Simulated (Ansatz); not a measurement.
Li6N2⁻. Total charge -1; doublet. Geometry PBE-D4/def2-TZVPD.

```xyz
8

Li   -1.6436   -1.1019    1.3569
Li    1.5465   -1.8716   -0.0780
Li   -0.4885   -0.0413   -1.0558
Li    2.7062    0.3767   -1.6644
Li    0.5110    0.7109    0.7658
Li   -2.6346    1.6691    0.7841
N     1.3762   -0.2053   -0.6693
N    -1.3732    0.4635    0.5606
```

At PBE-D4/def2-TZVPD, revPBE-D4/def2-TZVPD, r2SCAN-D4/def2-TZVPD, PBE0-D4/def2-SVPD the charge -1 doublet is spin-contaminated (final ⟨S²⟩ up to 1.16, 0.75 for a pure state). At PBE-D4/def2-TZVPD, revPBE-D4/def2-TZVPD, r2SCAN-D4/def2-TZVPD, B97M-V/def2-TZVPD and others the highest occupied level of the charge -1 doublet lies above zero (up to 0.73 eV). By energy differences its removal costs 0.60 eV (vertical, to the charge 0 singlet, at PBE-D4/def2-TZVPD). At B97M-V/def2-TZVPD an occupied level of the charge -1 doublet lies above an empty one (by up to 0.05 eV), so this SCF solution is probably not the lowest. Another isomer (doublet) lies 0.09 eV lower at PBE0-D4/def2-TZVPD; other spin states weren't run for this one.

Q: Estimate the α-spin orbital energies around the gap (eV) in Ansatz with PBE-D4/def2-TZVPD, revPBE-D4/def2-TZVPD, r2SCAN-D4/def2-TZVPD, B97M-V/def2-TZVPD, PBE0-D4/def2-SVPD.

A: 
| orbital | PBE-D4/def2-TZVPD | revPBE-D4/def2-TZVPD | r2SCAN-D4/def2-TZVPD | B97M-V/def2-TZVPD | PBE0-D4/def2-SVPD |
| --- | --- | --- | --- | --- | --- |
| HOMO−5 | -0.40 | -0.39 | -0.54 | -0.36 | -1.21 |
| HOMO−4 | -0.06 | -0.04 | -0.20 | 0.05 | -0.75 |
| HOMO−3 | -0.01 | 0.00 | -0.13 | 0.11 | -0.74 |
| HOMO−2 | 0.18 | 0.19 | 0.06 | 0.21 | -0.63 |
| HOMO−1 | 0.39 | 0.40 | 0.35 | 0.41 | -0.02 |
| HOMO | 0.53 | 0.52 | 0.46 | 0.73 | 0.30 |
| LUMO | 0.93 | 0.91 | 1.03 | 1.04 | 1.37 |
| LUMO+1 | 0.94 | 0.94 | 1.08 | 1.07 | 1.50 |
| LUMO+2 | 1.47 | 1.46 | 1.58 | 1.48 | 2.04 |
| LUMO+3 | 1.86 | 1.88 | 2.00 | 1.72 | 2.41 |
| LUMO+4 | 2.00 | 2.01 | 2.19 | 1.76 | 2.43 |
| LUMO+5 | 2.20 | 2.20 | 2.39 | 2.02 | 2.80 |
| β HOMO | 0.14 | 0.10 | -0.21 | 0.28 | -0.90 |
| β LUMO | 1.05 | 1.06 | 1.16 | 0.68 | 1.60 |
